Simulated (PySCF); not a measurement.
Cd(Me) (CH₃Cd), SMILES [Cd+][CH3], charge +1. Atoms are numbered in the order given.

```xyz
5

Cd     0.0000     0.0000    -0.3602
C      0.0000     0.0000     1.8410
H      0.9161     0.5289     2.0806
H      0.0000    -1.0578     2.0806
H     -0.9161     0.5289     2.0806
```
Charge +1, spin multiplicity 1.

The structure is a stationary point at B3LYP-D3(BJ)/def2-TZVP. The multiplicity is an assumed one; other spin states were not compared. The isomer is the one that the SMILES or the coordinates give; other isomers of the formula were not compared. The def2 effective core potentials stand for the cores of Cd; spin–orbit coupling is left out.

Calculation: IEF-PCM-ωB97X/def2-TZVPD (PySCF 2.14.0).

The values are the electrostatic part of the solvation free energy, E(continuum) − E(gas) at the gas-phase geometry, in a cavity of scaled van der Waals radii (PySCF's table); cavitation and dispersion terms are not included. A continuum can't describe solvent molecules that bind to the metal. In vacuum the orbital gap is 9.01 eV.

```tsv
solvent	ε	ΔG(elec) (kcal/mol)	gap (eV)
water	78.36	-84.2	9.59
chloroform	4.71	-65.2	9.35
n-hexane	1.88	-37.6	9.14
```
